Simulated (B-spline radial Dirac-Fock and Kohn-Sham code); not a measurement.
Level of theory: the Dirac equation of a negative muon with reduced mass in the field of a spherical finite nucleus, with the Uehling potential to all orders; nuclear polarisation, deformation, hyperfine structure, self-energy, higher-order vacuum polarisation, relativistic recoil and electron screening are left out; a B-spline atomic structure program. The nuclear charge is a Fermi distribution (skin thickness 2.3 fm).

Q: A muonic atom of atomic mass 42.97 u emits these computed lines: 2p3/2 → 1s1/2 643.9 keV, 3d5/2 → 2p3/2 127.0 keV, 4f7/2 → 3d5/2 44.32 keV, 5g9/2 → 4f7/2 20.49 keV. Which element is it, and what rms charge radius was used?

A: Argon (Z = 18, nuclide ⁴³Ar); the high transitions hardly feel the nucleus and fix Z. The 2p → 1s line lies 41.62 keV below the value for a point nucleus without QED, which for this nuclear model gives a radius near 3.44 fm (3.4354 fm was used).
